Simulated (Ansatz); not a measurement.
Nudged elastic band run: FH₅OSeSi

Input:

```yaml
crystal:
  periodic: [false, false, false]
  atoms:
    - { symbol: Si, position_ang: [-0.605469, 0.743207, 0.03708] }
    - { symbol: F, position_ang: [1.041836, 0.81287, 0.07535] }
    - { symbol: H, position_ang: [-0.972869, 0.375002, -1.365096] }
    - { symbol: H, position_ang: [-1.073699, -0.209649, 1.07587] }
    - { symbol: O, position_ang: [-1.233752, 2.227354, 0.476021] }
    - { symbol: H, position_ang: [1.768983, -1.380177, -0.479316] }
    - { symbol: Se, position_ang: [1.07414, -2.69176, -0.568758] }
    - { symbol: H, position_ang: [-1.11826, 2.953792, -0.163657] }
    - { symbol: H, position_ang: [1.119191, -2.830638, 0.912505] }
basis:
  gaussian: { orbitals: def2-SVP }
hamiltonian:
  xc: blyp
  dispersion: d4
neb:
  order_check: false
  images: 9
  f_tol: 0.5
  max_iterations: 60
  final_atoms:
    - { symbol: Si, position_ang: [-1.1094951, -0.06718992, -0.06489504] }
    - { symbol: F, position_ang: [1.8854962, 1.0949026, -0.64042989] }
    - { symbol: H, position_ang: [-1.49282745, 0.10533455, -1.5036715] }
    - { symbol: H, position_ang: [-2.25711916, -0.5391677, 0.76091946] }
    - { symbol: O, position_ang: [-0.47720562, 1.27641126, 0.68429261] }
    - { symbol: H, position_ang: [1.75302739, 0.14043823, -0.56198215] }
    - { symbol: Se, position_ang: [0.5295665, -1.76585416, -0.22909853] }
    - { symbol: H, position_ang: [0.40288383, 1.53059298, 0.31241824] }
    - { symbol: H, position_ang: [0.7657744, -1.77546684, 1.24244579] }
  initial_path:
    images:
      - { positions_ang: [[-0.605469, 0.743207, 0.03708], [1.041836, 0.81287, 0.07535], [-0.972869, 0.375002, -1.365096], [-1.073699, -0.209649, 1.07587], [-1.233752, 2.227354, 0.476021], [1.768983, -1.380177, -0.479316], [1.07414, -2.69176, -0.568758], [-1.11826, 2.953792, -0.163657], [1.119191, -2.830638, 0.912505]] }
      - { positions_ang: [[-0.64400946, 0.6331477, -0.021795], [1.04362317, 0.78434743, -0.11397569], [-0.98674984, 0.36390991, -1.42813471], [-1.24216279, -0.25969886, 0.94323492], [-1.11380208, 2.05540641, 0.54622699], [1.71962348, -1.18805638, -0.52377265], [0.99590023, -2.56160472, -0.4383041], [-0.88413094, 2.76932039, 0.0251073], [1.11180923, -2.59677088, 1.01141194]] }
      - { positions_ang: [[-0.68254991, 0.5230884, -0.08067], [1.04541034, 0.75582486, -0.30330138], [-1.00063068, 0.35281783, -1.49117342], [-1.41062658, -0.30974872, 0.81059984], [-0.99385215, 1.88345882, 0.61643297], [1.67026396, -0.99593576, -0.56822929], [0.91766046, -2.43144945, -0.3078502], [-0.65000189, 2.58484877, 0.21387159], [1.10442746, -2.36290376, 1.11031889]] }
      - { positions_ang: [[-0.72109037, 0.4130291, -0.139545], [1.04719751, 0.72730229, -0.49262708], [-1.01451152, 0.34172574, -1.55421213], [-1.57909038, -0.35979857, 0.67796476], [-0.87390223, 1.71151124, 0.68663896], [1.62090444, -0.80381514, -0.61268594], [0.83942069, -2.30129417, -0.1773963], [-0.41587283, 2.40037716, 0.40263589], [1.0970457, -2.12903664, 1.20922583]] }
      - { positions_ang: [[-0.75963083, 0.30296981, -0.19842], [1.04898468, 0.69877972, -0.68195277], [-1.02839236, 0.33063365, -1.61725084], [-1.74755417, -0.40984843, 0.54532968], [-0.75395231, 1.53956365, 0.75684495], [1.57154492, -0.61169452, -0.65714259], [0.76118092, -2.1711389, -0.0469424], [-0.18174378, 2.21590555, 0.59140018], [1.08966393, -1.89516952, 1.30813278]] }
      - { positions_ang: [[-0.79817128, 0.19291051, -0.257295], [1.05077185, 0.67025715, -0.87127846], [-1.0422732, 0.31954157, -1.68028954], [-1.91601796, -0.45989829, 0.41269459], [-0.63400239, 1.36761606, 0.82705093], [1.5221854, -0.4195739, -0.70159923], [0.68294115, -2.04098362, 0.0835115], [0.05238528, 2.03143393, 0.78016448], [1.08228216, -1.6613024, 1.40703972]] }
      - { positions_ang: [[-0.86043604, 0.14089042, -0.218815], [1.21771672, 0.75518624, -0.82510875], [-1.13238405, 0.27670016, -1.64496593], [-1.9842382, -0.47575217, 0.48233957], [-0.60264303, 1.3493751, 0.79849927], [1.5683538, -0.30757148, -0.67367582], [0.65226622, -1.98595773, 0.0209895], [0.12248499, 1.93126574, 0.68661523], [1.01898061, -1.68413529, 1.37412093]] }
      - { positions_ang: [[-0.92270081, 0.08887034, -0.18033501], [1.38466159, 0.84011533, -0.77893903], [-1.2224949, 0.23385876, -1.60964232], [-2.05245844, -0.49160605, 0.55198454], [-0.57128368, 1.33113414, 0.7699476], [1.6145222, -0.19556905, -0.6457524], [0.62159129, -1.93093183, -0.04153251], [0.1925847, 1.83109755, 0.59306599], [0.95567906, -1.70696818, 1.34120215]] }
      - { positions_ang: [[-0.98496557, 0.03685025, -0.14185502], [1.55160646, 0.92504442, -0.73276932], [-1.31260575, 0.19101736, -1.57431871], [-2.12067868, -0.50745994, 0.62162952], [-0.53992432, 1.31289318, 0.74139594], [1.66069059, -0.08356662, -0.61782899], [0.59091636, -1.87590594, -0.10405452], [0.26268441, 1.73092936, 0.49951674], [0.8923775, -1.72980107, 1.30828336]] }
      - { positions_ang: [[-1.04723033, -0.01516984, -0.10337503], [1.71855133, 1.00997351, -0.6865996], [-1.4027166, 0.14817595, -1.53899511], [-2.18889892, -0.52331382, 0.69127449], [-0.50856497, 1.29465222, 0.71284427], [1.70685899, 0.0284358, -0.58990557], [0.56024143, -1.82088005, -0.16657652], [0.33278412, 1.63076117, 0.40596749], [0.82907595, -1.75263396, 1.27536458]] }
      - { positions_ang: [[-1.1094951, -0.06718992, -0.06489504], [1.8854962, 1.0949026, -0.64042989], [-1.49282745, 0.10533455, -1.5036715], [-2.25711916, -0.5391677, 0.76091946], [-0.47720562, 1.27641126, 0.68429261], [1.75302739, 0.14043823, -0.56198215], [0.5295665, -1.76585416, -0.22909853], [0.40288383, 1.53059298, 0.31241824], [0.7657744, -1.77546684, 1.24244579]] }
```

Command:

```bash
$ ansatz run input.yaml --threads 2 --pin off --max-ram 3072MiB --backend cpu --events-out ev --progress --plain --runs-dir out
```

Output, in part (warnings, iteration lines, the closing report on the highest movable image, with atoms numbered from 0):

```
NEB end point (image 0): max|allowed force component| = 2.367e-2 eV/Å (the criterion of neb.relax_end_points is 1.000e-1)
NEB end point (image 10): max|allowed force component| = 1.087e-2 eV/Å (the criterion of neb.relax_end_points is 1.000e-1)
NEB iter   1: max|band force component| = 5.516e0 eV/Å  barrier→ = 2.3003 eV  barrier← = 1.8118 eV  Δτ_max = 0.2000 Å  (307 SCF iters)
NEB iter   2: max|band force component| = 2.155e0 eV/Å  barrier→ = 1.5688 eV  barrier← = 1.0803 eV  Δτ_max = 0.1989 Å  (305 SCF iters)
NEB iter   3: max|band force component| = 1.592e0 eV/Å  barrier→ = 1.5992 eV  barrier← = 1.1107 eV  Δτ_max = 0.1988 Å  (292 SCF iters)
NEB iter   4: max|band force component| = 7.117e-1 eV/Å  barrier→ = 1.5148 eV  barrier← = 1.0263 eV  Δτ_max = 0.1936 Å  (289 SCF iters)
NEB iter   5: max|band force component| = 9.274e-1 eV/Å  barrier→ = 1.5127 eV  barrier← = 1.0242 eV  Δτ_max = 0.1008 Å  (282 SCF iters)
NEB iter   6: max|band force component| = 8.438e-1 eV/Å  barrier→ = 1.4988 eV  barrier← = 1.0103 eV  Δτ_max = 0.0861 Å  (262 SCF iters)
NEB iter   7: max|band force component| = 6.392e-1 eV/Å  barrier→ = 1.5003 eV  barrier← = 1.0118 eV  Δτ_max = 0.1006 Å  (260 SCF iters)
NEB iter   8: max|band force component| = 3.389e-1 eV/Å  barrier→ = 1.5057 eV  barrier← = 1.0171 eV  CI = image 6  Δτ_max = 0.0000 Å  (520 SCF iters)
Total energy: -78059.58578607 eV, -2868.6368669504 hartree
Atom 0 at    -0.708139     0.173363    -0.096028 Å, force    -0.049443    -0.166752     0.062391 eV/Å
Atom 1 at     1.326295     0.651241    -0.393127 Å, force     0.200313     0.237415    -0.109021 eV/Å
Atom 2 at    -1.073196     0.196046    -1.538880 Å, force    -0.034361     0.005634    -0.049840 eV/Å
Atom 3 at    -1.635113    -0.500888     0.845461 Å, force    -0.187547    -0.062172     0.010745 eV/Å
Atom 4 at    -0.781091     1.686478     0.630071 Å, force    -0.065402    -0.063062     0.148268 eV/Å
Atom 5 at     1.539625    -0.378453    -0.463321 Å, force     0.058299     0.020160    -0.031286 eV/Å
Atom 6 at     0.641732    -2.052807    -0.359599 Å, force    -0.051378     0.093039     0.023129 eV/Å
Atom 7 at    -0.243004     2.419575     0.282894 Å, force     0.167208    -0.051746    -0.110059 eV/Å
Atom 8 at     0.932992    -2.194553     1.092527 Å, force    -0.037690    -0.012516     0.055673 eV/Å
Dipole moment:     0.150620     0.172802    -0.045101 e Å
```

The run converged. The threshold of 0.5 eV/Å is loose, so the images may lie well off the minimum-energy path. The order of the stationary point at the top wasn't checked. The orbitals stay closed-shell, which can raise the energy where a bond breaks towards radicals; this wasn't checked here.

Final band (atoms are numbered from 1 in the order of the input):

```json
{"image": "0", "path coordinate (Å)": "0.00", "energy (eV)": "0.00", "Si1–F2 (Å)": "1.65", "H6–Se7 (Å)": "1.49", "Si1–Se7 (Å)": "3.87"}
{"image": "1", "path coordinate (Å)": "0.50", "energy (eV)": "0.01", "Si1–F2 (Å)": "1.65", "H6–Se7 (Å)": "1.49", "Si1–Se7 (Å)": "3.91"}
{"image": "2", "path coordinate (Å)": "0.99", "energy (eV)": "0.04", "Si1–F2 (Å)": "1.65", "H6–Se7 (Å)": "1.49", "Si1–Se7 (Å)": "3.82"}
{"image": "3", "path coordinate (Å)": "1.49", "energy (eV)": "0.15", "Si1–F2 (Å)": "1.66", "H6–Se7 (Å)": "1.49", "Si1–Se7 (Å)": "3.56"}
{"image": "4", "path coordinate (Å)": "1.99", "energy (eV)": "0.48", "Si1–F2 (Å)": "1.69", "H6–Se7 (Å)": "1.50", "Si1–Se7 (Å)": "3.20"}
{"image": "5", "path coordinate (Å)": "2.49", "energy (eV)": "1.14", "Si1–F2 (Å)": "1.80", "H6–Se7 (Å)": "1.58", "Si1–Se7 (Å)": "2.83"}
{"image": "6", "path coordinate (Å)": "2.99", "energy (eV)": "1.51", "Si1–F2 (Å)": "2.11", "H6–Se7 (Å)": "1.90", "Si1–Se7 (Å)": "2.62"}
{"image": "7", "path coordinate (Å)": "3.49", "energy (eV)": "1.16", "Si1–F2 (Å)": "2.51", "H6–Se7 (Å)": "2.04", "Si1–Se7 (Å)": "2.48"}
{"image": "8", "path coordinate (Å)": "3.99", "energy (eV)": "0.80", "Si1–F2 (Å)": "2.85", "H6–Se7 (Å)": "2.15", "Si1–Se7 (Å)": "2.40"}
{"image": "9", "path coordinate (Å)": "4.49", "energy (eV)": "0.57", "Si1–F2 (Å)": "3.07", "H6–Se7 (Å)": "2.24", "Si1–Se7 (Å)": "2.38"}
{"image": "10", "path coordinate (Å)": "4.99", "energy (eV)": "0.49", "Si1–F2 (Å)": "3.26", "H6–Se7 (Å)": "2.29", "Si1–Se7 (Å)": "2.37"}
```

Run time: 2.6 min on 2 threads of Intel(R) Xeon(R) Platinum 8259CL CPU @ 2.50GHz (Skylake/Cascade Lake) (shared host), peak memory 0.18 GiB.
